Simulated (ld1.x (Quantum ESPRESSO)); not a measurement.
## Which change was made? (Sb, TM)

ld1.x (Quantum ESPRESSO) 7.5 input, shortened:

```
&input
   title='Sb', zed=51., rel=2, dft='PZ', iswitch=3,
   config='[Kr] 4d10 5s2 5p3', rel_dist='average'
 /
 &inputp
   pseudotype=2, tm=.true., lloc=-2, rcloc=1.10,
   nlcc=.false.
 /
3
4S  1  0   2.00   0.00  1.45  1.45  0.0
4P  2  1   6.00   0.00  1.10  1.10  0.0
4D  3  2  10.00   0.00  0.95  0.95  0.0
 &test
   configts(1)='4s2 4p6 4d10 5s2 5p3'
 /
```

Open shells are filled in proportion to 2j + 1 (rel_dist='average').

Occupied shells without a wave of their own: 5p, 5s. They enter only through the test configuration that unscreens the potential.

Cutoffs, loose and tight: the cutoffs (Ry, on a coarse ladder) from which the occupation-weighted sum of valence levels, in a spherical-Bessel basis at the reference potential, stays within 10 and 1 mRy of its value at 400 Ry. They do not see the model core or the augmentation charge, which bear on the density cutoff. Test errors are all-electron minus pseudo excitation energies from the reference, over the configurations 4s2 4p6 4d10 5s2 5p2; 4s2 4p6 4d10 5s2 5p1; 4s2 4p6 4d10 5s2 5p0; 4s2 4p5 4d10 5s2 5p3; 4s2 4p6 4d10 5s1 5p4; 4s2 4p6 4d9 5s2 5p3; 4s2 4p6 4d10 5s0 5p5; variants that change the core or the reference have their own tests.

The base gives: outcome: generated, misses its reference levels by 0.73 eV; bound ghosts: not determined; largest test error (meV): -2435.

(1) After one change the result is: outcome: generated, misses its reference levels by 1.54 eV; bound ghosts: not determined; largest test error (meV): -3641. Which change was it?
A. all radii scaled by about 0.93 (s 1.34, p 1.02, d 0.88 bohr); local potential all-electron potential smoothed inside 1.02 bohr (lloc = -2)
B. all radii scaled by about 1.05 (s 1.52, p 1.16, d 1.00 bohr); local potential all-electron potential smoothed inside 1.16 bohr (lloc = -2)
C. all radii scaled by about 1.20 (s 1.74, p 1.32, d 1.14 bohr); local potential all-electron potential smoothed inside 1.32 bohr (lloc = -2)
D. all radii scaled by about 1.41 (s 2.04, p 1.54, d 1.34 bohr); local potential all-electron potential smoothed inside 1.54 bohr (lloc = -2)

Answers

(1) A. The others give: all radii scaled by about 1.41 (s 2.04, p 1.54, d 1.34 bohr); local potential all-electron potential smoothed inside 1.54 bohr (lloc = -2) → outcome: generated, misses its reference levels by 1.01 eV; bound ghosts: none; largest test error (meV): -3112 | all radii scaled by about 1.20 (s 1.74, p 1.32, d 1.14 bohr); local potential all-electron potential smoothed inside 1.32 bohr (lloc = -2) → outcome: generated, misses its reference levels by 4.57 eV; bound ghosts: not determined; largest test error (meV): -10248 | all radii scaled by about 1.05 (s 1.52, p 1.16, d 1.00 bohr); local potential all-electron potential smoothed inside 1.16 bohr (lloc = -2) → outcome: generated, misses its reference levels by 1.01 eV; bound ghosts: not determined; largest test error (meV): +2481.
